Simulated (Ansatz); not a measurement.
One change: `OC[SiH]1BO1` becomes `[SeH][SiH]1BO1`.

Ansatz, PBE0-D4/def2-TZVP geometries, multiplicity 1. Each molecule was computed in one conformer, which needn't be the lowest.

Scalar relativity is left out up to krypton.

| property | `OC[SiH]1BO1` |
| --- | --- |
| HOMO energy (PBE0/def2-TZVPP) / eV | -6.93 |
| HOMO–LUMO gap (PBE/def2-TZVPP) / eV | 3.68 |
| HOMO–LUMO gap (ωB97M-V/def2-TZVPP) / eV | 9.97 |
| HOMO–LUMO gap (B3LYP/def2-TZVPP) / eV | 5.47 |
| HOMO energy (B3LYP/def2-TZVPP) / eV | -6.74 |
| size of the dipole moment (PBE/def2-TZVPP) / D | 0.93 |

(1) Give the same properties after the change, and the shifts. (An estimate is asked.)

Answers

(1) Ansatz gave: 
```
                                      property  `[SeH][SiH]1BO1`  shift
            HOMO energy (PBE0/def2-TZVPP) / eV             -7.07  -0.14
           HOMO–LUMO gap (PBE/def2-TZVPP) / eV              3.69   0.01
       HOMO–LUMO gap (ωB97M-V/def2-TZVPP) / eV              9.87  -0.10
         HOMO–LUMO gap (B3LYP/def2-TZVPP) / eV              5.39  -0.08
           HOMO energy (B3LYP/def2-TZVPP) / eV             -6.87  -0.13
size of the dipole moment (PBE/def2-TZVPP) / D              0.94   0.01
```

With PBE0 the HOMO falls by 0.14 eV and the LUMO falls by 0.21 eV, so the gap narrows by about 0.07 eV. PBE moves the HOMO by -0.22 eV and ωB97M-V by -0.10 eV. Dipoles are sizes alone; their direction can turn.

B3LYP here is the variant with VWN-RPA as its local correlation; programs differ in this.

Spin–orbit coupling is left out; it splits and shifts lone-pair levels of the heavy atoms by tenths of an eV.
